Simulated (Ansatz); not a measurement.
# Energy profile

The step: GaH₂Cl ([Cl][GaH2]) → GaH + HCl; bonds formed: Cl2–H3; bonds broken: Ga1–Cl2, Ga1–H3 (atoms numbered as in the saddle structure below).

Ga1  (-0.718, 0.450, -0.233)
Cl2  (1.508, -0.846, 0.101)
H3  (0.637, -0.078, -1.056)
H4  (-1.427, 0.475, 1.188)
(Å)

Electronic energies by CCSD(T) at an estimated basis limit (MP2 extrapolated from triple and quadruple zeta, plus CCSD(T) − MP2 in triple zeta), on PBE0-D4/def2-TZVP structures; GaH2Cl, singlet; no counterpoise correction. Ansatz 0.2.0; basis: def2-TZVPP and def2-QZVPP; cores frozen in the correlated methods. Filled d shells of the heavier atoms are correlated. The def2 sets are not built for correlating such inner shells, so the correlated values are less sure here. Extrapolation: Hartree–Fock as exp(−7.88 √X), correlation as X^−2.97.

**Question.** Give the profile in kcal/mol, counted from the start structure. (Judge from chemistry; the value comes from the calculation.)

**Answer.** By the calculation:
```json
{"point": "start structure", "kcal/mol": "0.00"}
{"point": "saddle", "kcal/mol": "57.23"}
{"point": "end structure", "kcal/mol": "43.98"}
{"point": "separated: GaH (Ga1, H4; singlet) + HCl (Cl2, H3; singlet)", "kcal/mol": "47.11"}
```

T1 diagnostic: at most 0.016. The restricted Hartree–Fock reference is unstable towards an unrestricted one at one or more of these structures.

Labels in which every atom is bracketed show which atoms are joined, not bond orders.

For scale, one of the runs: CCSD(T)/def2-TZVPP, 118 basis functions, launched by `ansatz run in.yaml --threads 2 --pin off --events-out ev --progress --plain --max-ram 4352MiB`. Hardware: 2 CPU threads of an Arm Neoverse V1, shared host. Wall time about 7 s.
